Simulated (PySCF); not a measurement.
Field gradients from PBE0/pcSseg-1 densities (PySCF, non-relativistic) at GFN2-xTB geometries, isolated species, one conformer each; χzz is the principal value of largest magnitude, with Q(17O) = −0.0256 b, Q(14N) = 0.02044 b. GFN2-xTB bond lengths can be off by several hundredths of an ångström, more for odd bonds, and the gradients follow them. The basis is small and wasn't made for field gradients, so the couplings can be 20 % off.

Task: These 17O couplings (χzz in MHz, η) are listed in rising order: (-10.19, 0.31); (-9.063, 0.50); (-8.695, 0.08); (-6.389, 0.04); (-6.093, 0.07); (-5.426, 0.30). Assign them to: O10 (siloxane oxygen) in `[CH3:1][O:2][Si@@H:3]1[CH2:4][CH2:5][C@H:6]([C:7]#[N:8])[SiH2:9][O:10]1`; the silanol oxygen of `O[SiH]1NC[SiH2]N[SiH2]CN1`; O2 (silyl ether oxygen) in `[CH3:1][O:2][Si@@H:3]1[CH2:4][CH2:5][C@@H:6]([C:7]#[N:8])[SiH2:9][O:10]1`; the siloxane oxygen of `C[Si@H]1O[Si](Cl)(Cl)[SiH2][SiH2]1`; O10 (furan-type oxygen) in `[CH3:1][O:2][SiH2:3][c:4]1[cH:5][cH:6][c:7]([SiH2:8][NH2:9])[o:10]1`; O4 (siloxane oxygen) in `[CH3:1][NH:2][Si@H:3]([O:4][SiH3:5])[c:6]1[cH:7][cH:8][cH:9][o:10]1`.

Result: -10.19 MHz, η 0.31: O2 (silyl ether oxygen) in `[CH3:1][O:2][Si@@H:3]1[CH2:4][CH2:5][C@@H:6]([C:7]#[N:8])[SiH2:9][O:10]1`; -9.063 MHz, η 0.50: the silanol oxygen of `O[SiH]1NC[SiH2]N[SiH2]CN1`; -8.695 MHz, η 0.08: O10 (furan-type oxygen) in `[CH3:1][O:2][SiH2:3][c:4]1[cH:5][cH:6][c:7]([SiH2:8][NH2:9])[o:10]1`; -6.389 MHz, η 0.04: O4 (siloxane oxygen) in `[CH3:1][NH:2][Si@H:3]([O:4][SiH3:5])[c:6]1[cH:7][cH:8][cH:9][o:10]1`; -6.093 MHz, η 0.07: the siloxane oxygen of `C[Si@H]1O[Si](Cl)(Cl)[SiH2][SiH2]1`; -5.426 MHz, η 0.30: O10 (siloxane oxygen) in `[CH3:1][O:2][Si@@H:3]1[CH2:4][CH2:5][C@H:6]([C:7]#[N:8])[SiH2:9][O:10]1`.

Task: These 14N couplings (χzz in MHz, η) are listed in rising order: (-5.597, 0.39); (-4.868, 0.39); (-4.533, 0.30); (-3.981, 0.65); (-2.902, 0.61). Assign them to: N9 (nitrogen bridging silicon atoms) in `[OH:1][Si@@H:2]1[CH2:3][NH:4][CH2:5][SiH2:6][NH:7][SiH2:8][NH:9]1`; the silicon-bound nitrogen of `O=C(O)C#CCN([SiH3])C[SiH3]`; N2 (nitrogen bridging silicon atoms) in `[CH3:1][N:2]1[SiH2:3][NH:4][SiH2:5][CH2:6][NH:7][Si@@H:8]1[OH:9]`; the silicon-bound nitrogen of `CO[SiH2]c1ccc([SiH2]N)o1`; the silicon-bound nitrogen of `CN[Si@H](O[SiH3])c1ccco1`.

Result: -5.597 MHz, η 0.39: the silicon-bound nitrogen of `O=C(O)C#CCN([SiH3])C[SiH3]`; -4.868 MHz, η 0.39: the silicon-bound nitrogen of `CN[Si@H](O[SiH3])c1ccco1`; -4.533 MHz, η 0.30: the silicon-bound nitrogen of `CO[SiH2]c1ccc([SiH2]N)o1`; -3.981 MHz, η 0.65: N2 (nitrogen bridging silicon atoms) in `[CH3:1][N:2]1[SiH2:3][NH:4][SiH2:5][CH2:6][NH:7][Si@@H:8]1[OH:9]`; -2.902 MHz, η 0.61: N9 (nitrogen bridging silicon atoms) in `[OH:1][Si@@H:2]1[CH2:3][NH:4][CH2:5][SiH2:6][NH:7][SiH2:8][NH:9]1`.

All sites together:

| nucleus | site | Vzz (au) | η | χzz (MHz) |
| --- | --- | --- | --- | --- |
| 17O | O10 (siloxane oxygen) in [CH3:1][O:2][Si@@H:3]1[CH2:4][CH2:5][C@H:6]([C:7]#[N:8])[SiH2:9][O:10]1 | 0.902 | 0.30 | -5.426 |
| 17O | the silanol oxygen of O[SiH]1NC[SiH2]N[SiH2]CN1 | 1.507 | 0.50 | -9.063 |
| 17O | O2 (silyl ether oxygen) in [CH3:1][O:2][Si@@H:3]1[CH2:4][CH2:5][C@@H:6]([C:7]#[N:8])[SiH2:9][O:10]1 | 1.694 | 0.31 | -10.19 |
| 17O | the siloxane oxygen of C[Si@H]1O[Si](Cl)(Cl)[SiH2][SiH2]1 | 1.013 | 0.07 | -6.093 |
| 17O | O10 (furan-type oxygen) in [CH3:1][O:2][SiH2:3][c:4]1[cH:5][cH:6][c:7]([SiH2:8][NH2:9])[o:10]1 | 1.446 | 0.08 | -8.695 |
| 17O | O4 (siloxane oxygen) in [CH3:1][NH:2][Si@H:3]([O:4][SiH3:5])[c:6]1[cH:7][cH:8][cH:9][o:10]1 | 1.062 | 0.04 | -6.389 |
| 14N | N9 (nitrogen bridging silicon atoms) in [OH:1][Si@@H:2]1[CH2:3][NH:4][CH2:5][SiH2:6][NH:7][SiH2:8][NH:9]1 | -0.604 | 0.61 | -2.902 |
| 14N | the silicon-bound nitrogen of O=C(O)C#CCN([SiH3])C[SiH3] | -1.165 | 0.39 | -5.597 |
| 14N | N2 (nitrogen bridging silicon atoms) in [CH3:1][N:2]1[SiH2:3][NH:4][SiH2:5][CH2:6][NH:7][Si@@H:8]1[OH:9] | -0.829 | 0.65 | -3.981 |
| 14N | the silicon-bound nitrogen of CO[SiH2]c1ccc([SiH2]N)o1 | -0.944 | 0.30 | -4.533 |
| 14N | the silicon-bound nitrogen of CN[Si@H](O[SiH3])c1ccco1 | -1.014 | 0.39 | -4.868 |
